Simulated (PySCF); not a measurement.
This script is equivalent to a calculation on Al²⁺ (aluminium, charge +2).

```python
from pyscf import gto, scf, dft, mp, cc
import basis_set_exchange as bse
mol = gto.M(atom="Al 0 0 0", charge=2, spin=1, symmetry="D2h",
            basis=gto.basis.parse(bse.get_basis("def2-SVP", elements=["Al"], fmt="nwchem", header=False)))
mf = scf.UHF(mol)
mf.irrep_nelec = {'Ag': (3, 2), 'B1u': (1, 1), 'B2u': (1, 1), 'B3u': (1, 1)}
mf.kernel()
```

(1) What total energy does it give?

(2) Which occupied shell lies highest, and where?

(3) What is ⟨S²⟩, and what would a pure spin state give?

Answers

(1) -240.94268 hartree (calculated).

(2) 3s α, at -27.869 eV.

(3) 0.750, against 0.75.
